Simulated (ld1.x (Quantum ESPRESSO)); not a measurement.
Values are calculated unless marked as measured or tabulated.
## Potentials for aluminium compared

Generated with ld1.x 7.5 (TM, RRKJ, ultrasoft, PAW), atompaw 4.2 or ONCVPSP 4.0.1. The cutoff is in Ry: for ld1.x and atompaw files where the sum of valence levels is converged to 10 mRy in a Bessel basis, for ONCV files where the hardest occupied wave has 1 mHa per electron of residual kinetic energy. The error is the largest all-electron minus pseudo excitation energy over each file’s own four to seven test configurations (ionisations up to +4, promotions, holes and added fractions of an electron), all of which were solved. The labels leave out finer settings (local radius, basis sizes, second energies), which also bear on the numbers. Spin-polarised tests are not counted. The rows are a selection from randomly drawn settings: files with unsolved tests, undetermined cutoffs or missed reference levels are left out.

| potential | cutoff (Ry) | largest error (meV) | bound ghosts |
| --- | --- | --- | --- |
| TM, PBE, scalar-relativistic, rc 1.85/2.94 (sp), local p, core correction yes, reference 3s2 3p1 | 10 | +2.2 | none |
| PAW, LDA (PZ), scalar-relativistic, rc 2.05/2.00 (sp), local smoothed, core correction yes, reference 3s2 3p0 | 6 | -16 | none |
| PAW, BLYP, non-relativistic, rc 1.95/1.90 (sp), local smoothed, core correction yes, reference 3s2 3p1 | 8 | -22 | none |
| RRKJ, LDA (PZ), scalar-relativistic, rc 1.50/1.65 (sp), local s, core correction no, reference 3s2 3p0.75 | 30 | +83 | none |
| TM, PBE, scalar-relativistic, rc 2.10/1.65/1.85 (spd), local d, core correction yes, reference 3s2 3p1 | 12 | +30 | none |
| ultrasoft, PBEsol, scalar-relativistic, rc 1.95/2.20 (sp), local smoothed, core correction no, reference 3s2 3p1 | 8 | +18 | none |
| TM, PBE, scalar-relativistic, rc 1.90/2.60 (sp), local s, core correction no, reference 3s2 3p1 | 10 | +30 | none |

**Question.** Fill in the row for Al: TM, PBE, scalar-relativistic, rc 1.60/2.25 (sp), local s, core correction yes, reference 3s1 3p2.

**Answer.** cutoff 8 Ry, largest error +12 meV, bound ghosts: none.
